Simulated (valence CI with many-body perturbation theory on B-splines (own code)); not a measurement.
**E1 line list for V IX**

Method: configuration interaction combined with many-body perturbation theory (CI+MBPT): five valence electrons over a frozen Dirac-Fock core [Ne], a basis of 11 s, 11 p, 10 d, 8 f, 5 g, 2 h functions for each j, with the one-electron correlation potential Σ1, the two-electron term Σ2, the three-electron term Σ3, Breit, model QED; selected CI, second order for the rest, scaled by the run's own slope (own B-spline code, finite nucleus).

No measured levels were compared; by estimate levels of excited configurations hold to 0.05 to 0.15 % of their energy, terms of the ground configuration to about 0.5 %. Among the levels kept, up to 3200 cm⁻¹ of a level comes from second order outside the variational space, and about a tenth of that is noise between levels of different J, which matters for small intervals.

Lines 151 to 200 of 582 in falling wavelength, among levels below 103.49 eV, chosen from the strongest by gf and those to the six lowest levels. Wavelengths and rates use the calculated energies, so an error of 200 cm⁻¹ moves a line at 33.40 nm by 0.067 % and its rate by three times that or more. Electric multipoles are in the length gauge, E1 and E2 with the static RPA response of the core. Weak lines are less certain than strong ones. Lines between different terms over intervals too small for the method are left out, as are lines whose strength nearly cancels. Where a level lies close to another of its J and parity, the split of strength between their lines is uncertain.

Names give the largest LS component (configuration and term), which can be under half, so a name can repeat, a term be missing and a line seem to break the LS rules; names also repeat where a configuration has a term twice. Letters in brackets count levels of one name in rising energy.

```
λ vac (nm)                   Upper                  Lower   A (s⁻¹)  S (a.u.)
     33.40   3s 3p3 3d 2D°_3/2 [f]  3s2 3p2 3d 2D_3/2 [c]  6.71e+09  4.93e-01
     33.31   3s 3p3 3d 2F°_7/2 [b]  3s2 3p2 3d 2F_7/2 [a]  8.96e+08  1.31e-01
     33.30   3s 3p3 3d 2D°_5/2 [e]  3s2 3p2 3d 2P_3/2 [c]  4.47e+09  4.89e-01
     33.28   3s 3p3 3d 4D°_3/2 [c]      3s2 3p2 3d 4F_5/2  2.74e+09  1.99e-01
     33.24   3s 3p3 3d 2D°_3/2 [f]  3s2 3p2 3d 2D_5/2 [c]  3.93e+09  2.85e-01
     33.09   3s 3p3 3d 4D°_1/2 [c]      3s2 3p2 3d 4F_3/2  3.22e+09  1.15e-01
     33.09   3s 3p3 3d 2F°_7/2 [b]  3s2 3p2 3d 2F_5/2 [a]  3.37e+09  4.82e-01
     33.02       3s2 3p2 3d 4F_3/2        3s2 3p3 2D°_3/2  4.07e+07  2.89e-03
     33.00       3s2 3p2 3d 4F_5/2        3s2 3p3 2D°_5/2  1.54e+07  1.64e-03
     32.91   3s 3p3 3d 2D°_3/2 [e]  3s2 3p2 3d 2P_1/2 [c]  6.02e+09  4.24e-01
     32.86  3s2 3p 3d2 2F°_5/2 [a]  3s2 3p2 3d 2D_3/2 [b]  1.67e+09  1.76e-01
     32.72       3s2 3p2 3d 4F_7/2        3s2 3p3 2D°_5/2  9.99e+06  1.38e-03
     32.71   3s2 3p2 3d 2P_3/2 [a]        3s2 3p3 4S°_3/2  1.15e+07  7.93e-04
     32.58  3s2 3p 3d2 2G°_9/2 [a]  3s2 3p2 3d 2F_7/2 [b]  4.67e+09  7.97e-01
     32.56  3s2 3p 3d2 2G°_7/2 [a]  3s2 3p2 3d 2F_5/2 [b]  5.01e+09  6.83e-01
     32.51   3s 3p3 3d 2P°_3/2 [c]  3s2 3p2 3d 2D_5/2 [b]  1.90e+09  1.29e-01
     32.50   3s 3p3 3d 2P°_1/2 [c]  3s2 3p2 3d 2D_3/2 [b]  3.49e+09  1.18e-01
     32.35  3s2 3p 3d2 2F°_7/2 [a]  3s2 3p2 3d 2D_5/2 [b]  1.77e+09  2.37e-01
     32.11  3s2 3p 3d2 2P°_1/2 [a]  3s2 3p2 3d 2P_1/2 [b]  4.15e+09  1.36e-01
     32.02  3s2 3p 3d2 2P°_3/2 [a]  3s2 3p2 3d 2P_3/2 [b]  4.87e+09  3.16e-01
     31.76   3s2 3p2 3d 2F_7/2 [a]        3s2 3p3 2D°_5/2  1.27e+07  1.60e-03
     31.68       3s2 3p2 3d 4D_3/2        3s2 3p3 2D°_5/2  8.82e+07  5.53e-03
     31.64   3s 3p3 3d 2D°_5/2 [f]  3s2 3p2 3d 2F_7/2 [b]  1.16e+10  1.09e+00
     31.61   3s 3p3 3d 4D°_7/2 [d]      3s2 3p2 3d 4D_7/2  5.49e+09  6.84e-01
     31.60   3s 3p3 3d 4D°_5/2 [d]      3s2 3p2 3d 4D_7/2  1.32e+09  1.23e-01
     31.57       3s2 3p2 3d 4D_1/2        3s2 3p3 2D°_3/2  1.19e+08  3.70e-03
     31.54   3s 3p3 3d 4D°_5/2 [a]          3s 3p4 4P_5/2  3.63e+07  3.37e-03
     31.54   3s 3p3 3d 4D°_7/2 [a]          3s 3p4 4P_5/2  2.51e+07  3.11e-03
     31.49   3s 3p3 3d 2D°_5/2 [f]  3s2 3p2 3d 2F_5/2 [b]  1.99e+09  1.84e-01
     31.47       3s2 3p2 3d 4D_5/2        3s2 3p3 2D°_5/2  2.74e+07  2.53e-03
     31.45   3s 3p3 3d 2D°_3/2 [e]  3s2 3p2 3d 2D_3/2 [b]  1.45e+10  8.91e-01
     31.41   3s 3p3 3d 2D°_3/2 [e]  3s2 3p2 3d 2D_5/2 [b]  1.59e+09  9.74e-02
     31.41   3s 3p3 3d 2D°_5/2 [e]  3s2 3p2 3d 2D_5/2 [b]  1.35e+10  1.24e+00
     31.33   3s 3p3 3d 2F°_7/2 [d]      3s2 3p2 3d 2G_9/2  1.94e+10  2.36e+00
     31.32   3s 3p3 3d 2D°_3/2 [f]  3s2 3p2 3d 2F_5/2 [b]  9.77e+09  5.93e-01
     31.29           3s 3p4 2S_1/2        3s2 3p3 4S°_3/2  3.06e+07  9.25e-04
     31.24   3s 3p3 3d 2F°_5/2 [d]      3s2 3p2 3d 2G_7/2  1.89e+10  1.71e+00
     31.20   3s 3p3 3d 2D°_5/2 [f]  3s2 3p2 3d 2P_3/2 [c]  1.08e+10  9.69e-01
     31.16   3s 3p3 3d 4D°_7/2 [d]      3s2 3p2 3d 4D_5/2  1.69e+09  2.02e-01
     31.15   3s 3p3 3d 4D°_5/2 [d]      3s2 3p2 3d 4D_5/2  4.96e+09  4.44e-01
     31.15   3s 3p3 3d 4D°_3/2 [d]      3s2 3p2 3d 4D_5/2  2.86e+09  1.71e-01
     31.08   3s 3p3 3d 2D°_5/2 [c]      3s2 3p2 3d 4D_7/2  1.54e+09  1.37e-01
     31.04   3s 3p3 3d 2D°_3/2 [f]  3s2 3p2 3d 2P_3/2 [c]  1.89e+09  1.11e-01
     30.96   3s 3p3 3d 4D°_5/2 [d]      3s2 3p2 3d 4D_3/2  2.98e+09  2.62e-01
     30.95   3s 3p3 3d 4D°_3/2 [d]      3s2 3p2 3d 4D_3/2  3.33e+09  1.95e-01
     30.90   3s 3p3 3d 4D°_3/2 [d]      3s2 3p2 3d 4D_1/2  2.50e+09  1.46e-01
     30.90   3s 3p3 3d 2D°_3/2 [c]      3s2 3p2 3d 4D_5/2  3.68e+09  2.14e-01
     30.89   3s 3p3 3d 4D°_7/2 [d]  3s2 3p2 3d 2F_7/2 [a]  5.17e+09  6.02e-01
     30.88   3s 3p3 3d 4D°_1/2 [d]      3s2 3p2 3d 4D_3/2  9.21e+09  2.68e-01
     30.88   3s 3p3 3d 4D°_5/2 [d]  3s2 3p2 3d 2F_7/2 [a]  3.85e+09  3.36e-01
```
